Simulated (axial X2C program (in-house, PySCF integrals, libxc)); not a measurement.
## Outer orbitals of WBr at 2.413 Å, PBE0

Calculated with an in-house all-electron X2C program for linear molecules (integrals from PySCF). Spin-free means the one-electron spin-free X2C Hamiltonian; two-component (2c) means X2C with spin–orbit coupling and atomic mean-field two-electron Coulomb and Gaunt terms, so the difference of the two also holds small scalar two-electron terms. Basis: W dyall-cv3z [13s14p9d7f4g], Br dyall-cv3z [8s9p6d4f1g] (cores contracted in-house); Gaussian nuclei, density fitting, unrestricted open shells. Masses: W 183.951 u, Br 78.918 u.

The distance is close to the 2c PBE0 minimum; the highest filled and lowest empty levels are listed.

Spin-free orbitals, state M_S = 5/2, Λ = 0 (beyond evenly filled blocks: σα, π+α, π-α, δ+α, δ-α) (Löwdin shares):

```
symmetry  occupied  ε (eV)            atomic character
      σα       yes  -21.50    74% Br s, 8% W d, 8% W p
      σβ       yes  -21.45    75% Br s, 8% W d, 8% W p
      σα       yes   -9.92  71% Br p, 12% W d, 12% W s
      σβ       yes   -9.60   78% Br p, 10% W d, 7% W s
     π-α       yes   -8.83   64% Br p, 28% W d, 3% W f
     π+α       yes   -8.83   64% Br p, 28% W d, 3% W f
     π+β       yes   -8.30   79% Br p, 10% W d, 5% W f
     π-β       yes   -8.30   79% Br p, 10% W d, 5% W f
      σα       yes   -6.80    60% W s, 33% W d, 4% W p
     δ-α       yes   -6.41                    100% W d
     δ+α       yes   -6.41                    100% W d
     π-α       yes   -5.96   70% W d, 19% Br p, 6% W p
     π+α       yes   -5.96   70% W d, 19% Br p, 6% W p
      σα        no   -2.69  41% W d, 35% W p, 11% Br p
      σβ        no   -2.29    78% W s, 12% W d, 7% W p
      σβ        no   -1.00   57% W d, 31% W p, 7% Br p
     π+α        no   -0.90    88% W p, 4% Br p, 3% W d
     π-α        no   -0.90    88% W p, 4% Br p, 3% W d
```

Spinors with spin–orbit coupling (state Ω = 5/2):

```
   ω  occupied  ε (eV)            atomic character     λ mixture
-7/2       yes  -35.32                    100% W f        100% φ
 1/2       yes  -21.51    74% Br s, 8% W d, 8% W p        100% σ
-1/2       yes  -21.46    75% Br s, 8% W d, 8% W p        100% σ
 1/2       yes   -9.94  71% Br p, 12% W d, 11% W s   99% σ, 1% π
-1/2       yes   -9.64   78% Br p, 10% W d, 6% W s   97% σ, 3% π
-1/2       yes   -8.97   64% Br p, 28% W d, 3% W f   98% π, 2% σ
 3/2       yes   -8.68   63% Br p, 29% W d, 3% W f        100% π
 1/2       yes   -8.46   79% Br p, 10% W d, 5% W f   99% π, 1% σ
-3/2       yes   -8.16   79% Br p, 10% W d, 5% W f        100% π
 1/2       yes   -6.79    60% W s, 33% W d, 4% W p        100% σ
-3/2       yes   -6.68                     99% W d   99% δ, 1% π
-1/2       yes   -6.13   70% W d, 19% Br p, 6% W p   98% π, 2% σ
 5/2       yes   -6.10                    100% W d        100% δ
 3/2       yes   -5.81   70% W d, 20% Br p, 5% W p   99% π, 1% δ
 1/2        no   -2.71  41% W d, 35% W p, 11% Br p   98% σ, 2% π
-1/2        no   -2.33    77% W s, 11% W d, 8% W p   99% σ, 1% π
-1/2        no   -1.13   64% W p, 27% W d, 4% Br p  62% π, 38% σ
-1/2        no   -0.93   53% W p, 35% W d, 6% Br p  62% σ, 38% π
```

Task: How does the gap between the highest filled and lowest empty level change from the spin-free to the 2c table?

Result: From 3.27 to 3.10 eV at PBE0, a change of -0.17 eV.

Mulliken charges and populations of the two-component result (they depend on the basis, above all on diffuse functions):

W 0.23 e (s 10.88 p 24.22 d 24.62 f 14.05 g 0.01), Br -0.23 e (s 7.93 p 17.26 d 10.04). ⟨Lz⟩ = 0.03 ħ and ⟨Sz⟩ = 2.47 ħ (2.46 and 0.01 on the two atoms), which add up to Ω.

One determinant describes the state; a PBE0 search over occupations chose it and may have missed a lower one. Density functionals use the spin component along the axis (collinear). With several unpaired electrons one determinant need not be a pure state. This is the top spin component of a Σ state; components of lower Ω are not single determinants and can lie lower.
